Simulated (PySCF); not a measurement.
Bonds: B1-B2 1.787 Å, B1-B3 1.708 Å, B1-B4 1.800 Å, B1-H12 1.350 Å, B1-H15 1.351 Å, B2-B3 1.699 Å, B2-B5 1.799 Å, B2-H12 1.361 Å, B2-H13 1.357 Å, B3-B4 1.700 Å, B3-B5 1.710 Å, B3-S8 1.851 Å, B4-B5 1.786 Å, B4-H14 1.358 Å, B4-H15 1.357 Å, B5-H13 1.349 Å, B5-H14 1.353 Å. B1 carries H6; B2 carries H7; B4 carries H10; B5 carries H11; S8 carries H9.

PySCF 2.14 calculation with structure optimised with PBE0-D3(BJ)/def2-SVP and shieldings: GIAO B3LYP/pcSseg-1; averaged over atoms made equivalent by symmetry, fast rotation or ring inversion, no relativistic terms, gas phase, one computed conformer.

Chemical shifts δ = σref − σ; TMS for 1H; 11B vs BF3·OEt2; 33S against CS2, all at this level.

| atoms | nucleus | count | δ (ppm) |
| --- | --- | --- | --- |
| H6/H7/H10/H11 | 1H | 4 | 2.85 |
| S8 | 33S | 1 | ? |
| B1/B2/B4/B5 | 11B | 4 | -17.7 |
| B3 | 11B | 1 | ? |
| H9 | 1H | 1 | -0.45 |
| H12/H13/H14/H15 | 1H | 4 | -1.88 |

**Question.** Fill in the missing shifts.

**Answer.** 
- B3: -45.9 ppm, boron bonded to 4 B, S
- S8: -322 ppm, sulfur bonded to B, H

The OH or NH signal is concentration- and solvent-dependent in practice; the value given is the gas-phase one. Hydrogens on boron are broadened and split by 11B (spin 3/2, 80 %) and 10B (spin 3).
